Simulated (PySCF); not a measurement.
Electron correlation in Ga (gallium, neutral)

[Ar] 3d10 4s2 5s1, 2S determinant (an excited configuration). Computed with PySCF 2.14 in dyall-av2z (16s12p8d, 92 functions), with the non-relativistic Hamiltonian (point nucleus). Frozen: [Ar] 3d10; 3 electrons correlated; the 34 highest virtual orbitals of each spin left out.

```csv
level,correlation energy (mhartree)
CCSD,-43.22
(T),-0.61
CCSD(T),-43.83
```

Diagnostics: T1 = 0.010, D1 = 0.0247, largest double amplitude 0.084.

The outer electron is Rydberg-like, and this basis confines it to a smaller radius and binds it less than a complete one would.

Cost of the coupled-cluster step: about 3 core-seconds, for 3 correlated electrons.
